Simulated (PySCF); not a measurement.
Method: PySCF 2.14.0 with PBE-D3(BJ)/def2-TZVP // B3LYP-D3(BJ)/def2-SVP. Gas-phase values, no solvent. One relaxed conformer stands for a flexible species; it need not be the lowest. Excitations are Tamm–Dancoff values on a coarser integration grid. The basis has no diffuse functions, so Rydberg states are missing or too high.

Reference species (SMILES): `CO[Si](Br)(Br)Br` (C–O–Si–Br torsion 60°) (neutral, multiplicity 1).

```
Item                       Value
----------------------  --------
HOMO                    -7.18 eV
T1 excitation (TDA)      4.95 eV
S1 oscillator strength     0.000
HOMO–LUMO gap            5.10 eV
```

After one change: the HOMO rises by 0.72 eV; the T1 excitation (TDA) goes up by 1.57 eV; the S1 oscillator strength is nearly the same; the HOMO–LUMO gap rises by 1.51 eV.

**Question.** Which change was made? The new species is one of these.
A. `CO[Si](OC)(OC)OC`
B. `CO[Si](Br)(OC)OC`
C. `CO[Si](Br)(Br)OC` (C–O–Si–Br torsion -59°, Br–Si–O–C torsion -57°)

**Answer.** A, `CO[Si](OC)(OC)OC`
